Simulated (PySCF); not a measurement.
Vertical excitation energies

Species: C8H11BO.
Geometry (PBE0-D3(BJ)/def2-SVP, Å), atoms numbered from 1 in this order:
```xyz
21
C8H11BO angstrom
C      3.6419   -0.1650    0.7414
C      2.8819   -0.0333   -0.5588
O      1.5290    0.2876   -0.3163
B      0.5247   -0.5955   -0.4802
C     -0.9283   -0.1627   -0.1295
C     -1.9965   -1.0584   -0.2980
C     -3.3038   -0.6907    0.0143
C     -3.5636    0.5892    0.5034
C     -2.5165    1.4969    0.6789
C     -1.2140    1.1221    0.3647
H      3.2517   -1.0017    1.3407
H      3.5513    0.7549    1.3380
H      4.7092   -0.3486    0.5466
H      3.3072    0.7787   -1.1712
H      2.9467   -0.9658   -1.1466
H      0.7697   -1.7133   -0.8985
H     -1.7942   -2.0629   -0.6814
H     -4.1233   -1.4006   -0.1231
H     -4.5876    0.8823    0.7498
H     -2.7228    2.4993    1.0626
H     -0.3909    1.8287    0.5007
```

The calculation used PySCF 2.14.0, density-fitted response routines, TDDFT CAM-B3LYP/def2-SVPD, vertical, gas phase, core orbitals frozen in the response.

```csv
state,E (eV),λ (nm),ν̃ (cm⁻¹),f,|μ| (D),"main configurations (H = HOMO, L = LUMO)"
S1,5.11,242.6,41230,0.014,0.84,"H-1→L (53%), H→L+1 (20%), H→L (19%)"
S2,5.56,223.1,44820,0.271,3.58,"H→L (67%), H-1→L (22%)"
S3,6.02,206.1,48530,0.0005,0.14,H-2→L (92%)
S4,6.67,186.0,53770,0.358,3.76,"H→L+1 (58%), H-1→L (23%), H-1→L+1 (9%)"
S5,6.72,184.5,54210,0.561,4.69,"H-1→L+1 (71%), H→L+1 (12%)"
S6,7.06,175.6,56960,0.0024,0.30,"H-4→L (46%), H-5→L (36%), H-3→L (9%)"
S7,7.12,174.1,57440,0.0002,0.08,"H→L+2 (46%), H→L+3 (22%), H-1→L+2 (12%)"
S8,7.18,172.7,57900,0.0001,0.06,"H-1→L+2 (46%), H-1→L+3 (23%), H→L+2 (16%)"
S9,7.28,170.2,58760,0.0023,0.29,"H-5→L (48%), H-4→L (19%), H-6→L (10%)"
S10,7.39,167.7,59620,0.0007,0.15,"H-2→L+1 (69%), H-4→L+1 (13%)"
```

Triplets, Tamm–Dancoff:

```csv
state,E (eV),λ (nm),"main configurations (H = HOMO, L = LUMO)"
T1,3.82,324.3,"H→L (57%), H-1→L (15%), H-1→L+1 (14%)"
T2,4.37,283.6,"H-1→L (69%), H→L (21%)"
T3,4.66,265.9,"H-1→L+1 (53%), H→L+1 (25%), H→L (14%)"
T4,5.19,239.0,"H→L+1 (65%), H-1→L+1 (27%)"
```

The lowest singlet comes at 243 nm (493 kJ/mol) in the ultraviolet; it is weak; its leading configuration is HOMO-1→LUMO (53%). The most intense listed level is S5 at 6.72 eV (184 nm, f = 0.561), 1.61 eV above S1. Löwdin shares by element: HOMO carbon 76% or more (atoms not listed hold the other 24%); LUMO carbon 40% or more, boron 20% (atoms not listed hold the other 40%). The listed states span 2.28 eV, and the widest gap between neighbours is 0.65 eV (S3 to S4). Orbital energies (eV): HOMO-3 -10.61, HOMO-2 -9.89, HOMO-1 -8.47, HOMO -8.42, LUMO -0.10, LUMO+1 0.91, LUMO+2 1.19. The oscillator strengths of these states sum to 1.209; summed over the whole spectrum of an exact calculation they would give the number of electrons, 72 (Thomas–Reiche–Kuhn). All these states lie below the vertical ionisation energy of 9.05 eV (ΔSCF). The window holds the lowest 10 singlets.

One conformer stands for the species.
